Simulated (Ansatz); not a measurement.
Cost and result for the atomization energy of `C[O][Ge]([F])([SH])[Cl]` (10 atoms, 9 bonds).

```json
{"atom": "C1", "x (Å)": "0.345", "y (Å)": "0.450", "z (Å)": "-1.572"}
{"atom": "O2", "x (Å)": "0.156", "y (Å)": "0.746", "z (Å)": "-0.196"}
{"atom": "Ge3", "x (Å)": "-0.095", "y (Å)": "-0.550", "z (Å)": "0.947"}
{"atom": "F4", "x (Å)": "-1.401", "y (Å)": "-1.499", "z (Å)": "0.331"}
{"atom": "S5", "x (Å)": "-0.522", "y (Å)": "0.283", "z (Å)": "2.911"}
{"atom": "Cl6", "x (Å)": "1.552", "y (Å)": "-1.892", "z (Å)": "1.032"}
{"atom": "H7", "x (Å)": "0.457", "y (Å)": "1.402", "z (Å)": "-2.091"}
{"atom": "H8", "x (Å)": "-0.515", "y (Å)": "-0.083", "z (Å)": "-1.990"}
{"atom": "H9", "x (Å)": "1.248", "y (Å)": "-0.146", "z (Å)": "-1.733"}
{"atom": "H10", "x (Å)": "-1.225", "y (Å)": "1.290", "z (Å)": "2.360"}
```

Total charge 0; spin multiplicity 1. Correlated methods include outer-core shells of Ge, which these sets cover unevenly. Scalar relativity is left out up to krypton. Geometry: relaxed with PBE0-D4/def2-TZVP. It is one conformer, not always the lowest. Program: Ansatz. All runs use 2 threads of an AMD EPYC 7R13 on a shared host and a share of an NVIDIA H100 80 GB. Times are those of one run each, without the atoms' runs, and a repeat can differ threefold. Electronic energies, without spin–orbit coupling; frozen cores. CCSD(T)/CBS adds CCSD(T) − MP2 in def2-TZVPP to the MP2 limit, and its time is that of the two runs behind it. T1 = 0.012. With those shells the extrapolation isn't a true limit. B3LYP takes the VWN-RPA correlation (the form of Gaussian; ORCA's B3LYP/G).

CCSD(T)/CBS is a level of theory with its own doubt, some kJ/mol a heavy atom from the limit and from the frozen cores, so smaller differences don't rank the functionals.

```tsv
level	functions	wall time
PBE0-D4/def2-TZVPP	281	3.7 s
r2SCAN-D4/def2-TZVPP (with forces)	281	5 s
PBE-D4/def2-TZVPP (with forces)	281	5.5 s
B3LYP-D4/def2-TZVPP (with forces)	281	7 s
B2PLYP/def2-TZVPP	281	7.5 s
ωB97X-V/def2-TZVPP	281	8 s
ωB97M-V/def2-TZVPP (with forces)	281	9 s
MP2/def2-QZVPP	520	12 s
CCSD(T)/def2-TZVPP	281	13 s
CCSD(T)/CBS(def2)	–	25 s
```

Question: What atomization energy does each give, and how far from CCSD(T)/CBS? (Best estimate.)

Answer: Computed: 
| level | atomization (kJ/mol) | difference from CCSD(T)/CBS | per bond |
| --- | --- | --- | --- |
| PBE0-D4/def2-TZVPP | 3495.7 | -24.6 | -2.7 |
| r2SCAN-D4/def2-TZVPP (with forces) | 3529.4 | 9.1 | 1.0 |
| PBE-D4/def2-TZVPP (with forces) | 3580.7 | 60.4 | 6.7 |
| B3LYP-D4/def2-TZVPP (with forces) | 3472.1 | -48.2 | -5.4 |
| B2PLYP/def2-TZVPP | 3452.6 | -67.7 | -7.5 |
| ωB97X-V/def2-TZVPP | 3530.0 | 9.7 | 1.1 |
| ωB97M-V/def2-TZVPP (with forces) | 3513.3 | -7.0 | -0.8 |
| MP2/def2-QZVPP | 3580.2 | 59.9 | 6.6 |
| CCSD(T)/def2-TZVPP | 3425.3 | -95.0 | -10.6 |
| CCSD(T)/CBS(def2) | 3520.3 | 0.0 | 0.0 |

The D4 term adds +44.9 kJ/mol with B3LYP and +23.8 kJ/mol with PBE0; it sums over pairs of atoms, weighted by their polarisabilities, and B3LYP, whose exchange is more repulsive, gets the larger term. From PBE to PBE0 (25 % exact exchange), in def2-TZVPP and without D4, the atomization energy moves by −81.1 kJ/mol: exact exchange takes away binding that semilocal exchange gives to molecules. In def2-TZVPP, CCSD(T) changes the Hartree–Fock value by +968.6 kJ/mol (the triples alone add +69.2 kJ/mol) and MP2 by +1067.4 kJ/mol; breaking electron pairs costs correlation energy, which Hartree–Fock lacks.
